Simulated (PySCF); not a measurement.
Working with the constants of RbS

PBE0 constants of RbS, ²Π (doublet), unpaired electrons π ↑ (Rb x2c-TZVPall, S x2c-TZVPall; spin-free X2C with a Gaussian nucleus (PySCF 2.14); masses 84.9118 and 31.9721 u):

- ωe: 216.7 cm⁻¹
- ωexe: 0.79 cm⁻¹
- Be: 0.084791 cm⁻¹
- αe: 0.000438 cm⁻¹
- De to Rb + S: 2.66 eV

What force constant and bond length do these constants imply?

Reduced mass μred = 23.227 u; k = 5.8918×10⁻⁷·μred·ωe² (u, cm⁻¹, mdyn/Å) = 0.643 mdyn/Å; Re = √(16.8576/(μred·Be)) (u, cm⁻¹, Å) = 2.926 Å.

Estimate the centrifugal constant D from the Kratzer relation and find the Dunham coefficient a1.

D = 4Be³/ωe² = 5.19e-08 cm⁻¹; a1 = −1 − αeωe/(6Be²) = -3.20.

Spin–orbit coupling is left out. The state was picked by a PBE0 search and need not be the measured ground state.
